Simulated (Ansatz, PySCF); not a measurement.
Pair of molecules: C2H6 (SMILES CC) (first 8 atoms) with C2H6O (SMILES COC); geometry from B3LYP-D3(BJ)/def2-TZVP, rigid monomers moved along the line of their centres of mass till H5···O10 is 2.96 Å.
(charge 0, multiplicity 1):
```tsv
atom	x (Å)	y (Å)	z (Å)
C	-0.3239	0.7615	0.0300
C	0.1725	-0.6803	-0.0351
H	-1.3851	0.8256	-0.2208
H	0.2178	1.3972	-0.6736
H	-0.1888	1.1746	1.0301
H	-0.3752	-1.3199	0.6602
H	1.2313	-0.7461	0.2239
H	0.0506	-1.1033	-1.0346
C	1.1895	-0.3384	4.0862
O	0.1145	0.5566	3.9059
C	-1.1397	-0.0594	4.0933
H	1.1371	-1.1747	3.3776
H	1.2041	-0.7454	5.1060
H	2.1093	0.2179	3.9119
H	-1.2925	-0.8821	3.3828
H	-1.9036	0.6987	3.9278
H	-1.2424	-0.4564	5.1119
```

Interaction energies are E(AB) − E(A) − E(B) at the monomers' geometry in the complex; basis-set methods are counterpoise corrected.

Cores are frozen in the correlated methods.

Programs: Ansatz (Gaussian basis) for Hartree–Fock, density functionals and correlated methods; PySCF for the dispersion terms. Values without a source in brackets are computed.

PBE/def2-TZVPPD gives -0.56 kcal/mol for the interaction energy.

How do the other levels lie against it? Give each less PBE: PBE-D3(BJ)/def2-TZVPPD, r2SCAN/def2-TZVPPD, B3LYP/def2-TZVPPD, wB97M-V/def2-TZVPPD, MP2/aug-cc-pVDZ.

PBE-D3(BJ)/def2-TZVPPD -1.06; r2SCAN/def2-TZVPPD -0.11; B3LYP/def2-TZVPPD 0.68; wB97M-V/def2-TZVPPD -0.71; MP2/aug-cc-pVDZ -0.64 kcal/mol. 1 of 5 lie above PBE; the widest gap is to PBE-D3(BJ)/def2-TZVPPD.

Ansatz is an electronic-structure program.
